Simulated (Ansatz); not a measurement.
`C1[SiH2]C[Se]1`. Total charge 0; spin multiplicity 1. The structure was optimised at the PBE0-D4/def2-TZVP level.

```xyz
10

C     0.559    0.440    1.216
Si   -0.844    0.335   -0.032
C     0.161   -0.788   -1.157
Se    1.791   -0.260   -0.167
H     0.850    1.434    1.552
H     0.509   -0.242    2.064
H    -1.086    1.653   -0.673
H    -2.143   -0.202    0.465
H    -0.016   -1.858   -1.060
H     0.218   -0.512   -2.208
```

**Question.** What is the dipole moment at B3LYP/def2-TZVPP? (Best estimate.)

**Answer.** The calculation gave: 1.06 D, with components (-1.03, -0.12, 0.24) D in this frame, pointing from negative to positive charge.

**Question.** And with PBE, r2SCAN, ωB97M-V? (Best estimate.)

**Answer.** Ansatz gave: PBE 0.95 D, r2SCAN 1.10 D, ωB97M-V 1.06 D.

**Question.** Give the Mulliken charges with B3LYP, r2SCAN, ωB97M-V in def2-TZVPP. (Estimate.)

**Answer.** Ansatz gave: 
| atom | B3LYP | r2SCAN | ωB97M-V |
| --- | --- | --- | --- |
| C1 | -0.36 | -0.29 | -0.41 |
| Si2 | 0.35 | 0.35 | 0.27 |
| C3 | -0.36 | -0.29 | -0.41 |
| Se4 | 0.00 | -0.03 | 0.02 |
| H5 | 0.13 | 0.10 | 0.15 |
| H6 | 0.13 | 0.11 | 0.15 |
| H7 | -0.07 | -0.07 | -0.03 |
| H8 | -0.08 | -0.09 | -0.04 |
| H9 | 0.13 | 0.11 | 0.15 |
| H10 | 0.13 | 0.10 | 0.15 |

B3LYP here is the variant with VWN-RPA as its local correlation; programs differ in this.
